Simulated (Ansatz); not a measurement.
Basis-set extrapolation for C$_{8}$H$_{16}$ (`C[C@@H]1CCCC[C@@H]1C`) (PBE0-D4/def2-TZVP geometry, frozen core, the Gaussian-basis code of Ansatz). Multiplicity 1, RHF reference.

|  | def2-TZVPP | def2-QZVPP |
| --- | --- | --- |
| HF | -312.384476 | -312.398790 |
| MP2 correlation | -1.397734 | -1.483162 |
| CCSD(T) correlation | -1.537402 | not run |

Energies in hartree. Use E(X) = E(∞) + A·exp(−7.88·√X) for Hartree–Fock and E(X) = E(∞) + B·X^(−2.97) for correlation, with X = 3 and 4, and add CCSD(T) minus MP2 of the smaller set to the MP2 limit.

Q: What is the CCSD(T) energy at the basis-set limit?

A: HF limit: -312.398790 + (-0.014314) × 0.13774 = -312.40076. MP2 limit: -1.483162 + (-0.085428) × 0.74074 = -1.54644. Higher-order term: -1.537402 − (-1.397734) = -0.13967. Total: -314.08687 hartree, 433.2 kJ/mol below CCSD(T)/def2-TZVPP.
